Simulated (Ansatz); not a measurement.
Basis sets compared for cis-ZnCl2(NH3)4 (ZnN4Cl2H12). Charge 0, multiplicity 1. Geometry PBE0-D4/def2-SVP. Ansatz on 4 threads of Arm Neoverse V2 on a shared host; times are rough, and most runs start from earlier orbitals.

```xyz
19

Cl    2.404    1.078    0.469
Cl   -0.919    0.256    2.500
N    -1.850   -0.784   -0.183
N     0.843   -0.120   -1.829
N     1.056   -1.682    1.048
N    -0.490    2.190    0.083
Zn    0.131    0.118    0.262
H    -2.125   -0.650    0.801
H    -1.919   -1.775   -0.407
H    -2.513   -0.287   -0.775
H     1.743    0.308   -1.566
H     0.427    0.435   -2.575
H     1.023   -1.050   -2.201
H     0.629   -1.654    1.978
H     2.007   -1.313    1.136
H     1.091   -2.644    0.717
H    -1.039    2.691   -0.613
H     0.439    2.612    0.158
H    -0.940    2.272    0.999
```

Another isomer (singlet) lies 0.09 eV lower at PBE0-D4/def2-TZVP; other spin states weren't run for this one.

Binding counts from free atoms (Cl doublet, N quartet, Zn singlet, H doublet) in the same basis, without a counterpoise term.

```csv
level,functions,energy (Eh),HOMO (eV),LUMO (eV),binding per atom (eV),wall time
PBE-D4/def2-SVP,183,-2924.5705,-4.86,-0.29,3.25,2.9 s
PBE0-D4/def2-SVP,183,-2924.7099,-6.26,0.53,3.20,4.3 s
```

**Question.** Estimate the rows for PBE-D4/def2-TZVP (with forces), PBE0-D4/def2-TZVP.

**Answer.** 
| level | functions | energy (Eh) | HOMO (eV) | LUMO (eV) | binding per atom (eV) | wall time |
| --- | --- | --- | --- | --- | --- | --- |
| PBE-D4/def2-TZVP (with forces) | 318 | -2925.4188 | -5.42 | -0.92 | 3.22 | 6.5 s |
| PBE0-D4/def2-TZVP | 318 | -2925.5360 | -6.75 | -0.14 | 3.16 | 12 s |
